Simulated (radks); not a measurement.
The nuclear charge of the iron ion Fe+ is varied continuously with 25 electrons held in [Ar] 3d6 4s1. Method: scalar-relativistic Kohn-Sham, PBE, spin-polarised, spherical densities, finite nucleus; open shells are filled with parallel spins first; Fermi nuclear charge, rms radius 3.7377 fm; computed with a radial shooting solver on a logarithmic mesh with Libxc functionals. By the Hellmann-Feynman theorem dE/dZ = E(electron-nucleus)/Z, the electronic potential at the nucleus (averaged over a nucleus of fixed radius). The scalar-relativistic energy here is not variational (the density holds large components alone), so the two differ by a part that grows with Z.

Z,E (hartree),E(electron-nucleus)/Z (hartree),HOMO,e(HOMO) (eV),<r> HOMO (bohr)
25,-1158.44607,-110.770,3d,-1.062,1.564
25.25,-1186.34744,-112.268,3d,-3.556,1.388
25.5,-1214.62330,-113.760,3d,-6.460,1.284
25.75,-1243.27230,-115.247,3d,-9.718,1.208
26,-1272.29346,-116.731,4s,-13.070,2.656
26.25,-1301.68604,-118.212,4s,-15.593,2.553
26.5,-1331.44947,-119.691,4s,-18.268,2.458
26.75,-1361.58331,-121.168,4s,-21.089,2.373
27,-1392.08723,-122.644,4s,-24.052,2.294

The central difference of E at Z = 26 is -116.827 hartree, to compare with the third column; the second derivative is -5.94 hartree.
